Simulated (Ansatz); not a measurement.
`C#[C][Zr]([F])([F])[Cl]` + HCl → `[F][Zr]([F])([Cl])[Cl]` + `C#C` at 600 K and 1 bar (ligand exchange at a Zr–C bond).

Gas-phase electronic energies from Ansatz, PBE0-D4/def2-TZVP geometries. CCSD(T)/CBS is the MP2 limit (def2-TZVPP, def2-QZVPP) plus CCSD(T) − MP2 in def2-TZVPP, frozen cores. This one scheme is used for every species. Elements past krypton have def2 core potentials. For Zr outer-core shells are correlated without core-valence functions, which leaves a few kJ/mol of doubt a bond.

| species | CCSD(T)/CBS energy (Eh) | H − E (kJ/mol) | S (J/(mol·K)) |
| --- | --- | --- | --- |
| `C#[C][Zr]([F])([F])[Cl]` | -783.24684 | 124.1 | 479.0 |
| HCl | -460.38127 | 35.4 | 207.2 |
| `[F][Zr]([F])([Cl])[Cl]` | -1166.45079 | 68.1 | 429.2 |
| `C#C` | -77.22717 | 96.2 | 235.4 |

H − E and S are ideal-gas, rigid-rotor, harmonic terms from PBE0-D4/def2-TZVP. 1 Eh = 2625.50 kJ/mol, R = 8.31446 J/(mol·K).

Task: By hand: ΔE, ΔH, ΔS and ΔG.

Result: ΔE = (-1166.45079) + (-77.22717) − (-783.24684) − (-460.38127) = -0.04985 Eh = -130.9 kJ/mol. Δ(H − E) = 68.1 + 96.2 − 124.1 − 35.4 = 4.8, so ΔH = -126.1 kJ/mol. ΔS = 429.2 + 235.4 − 479.0 − 207.2 = -21.6 J/(mol·K). ΔG = -126.1 − 600 × (-21.6)/1000 = -113.1 kJ/mol.

Task: By hand: the equilibrium constant, and the temperature at which ΔG would vanish if ΔH and ΔS stayed fixed.

Result: log₁₀ K = −ΔG/(RT ln 10) = 9.8. ΔG = 0 at ΔH/ΔS = 5838 K, far beyond where these terms or the molecules hold.

ΔH outweighs TΔS. A doubt of 5 kJ/mol in ΔE shifts log₁₀ K by 0.4 here. These are equilibria of isolated gas molecules and say nothing of rates. Largest T1 diagnostic: 0.017 (customary marks: 0.02 for closed shells, 0.045 for open ones).
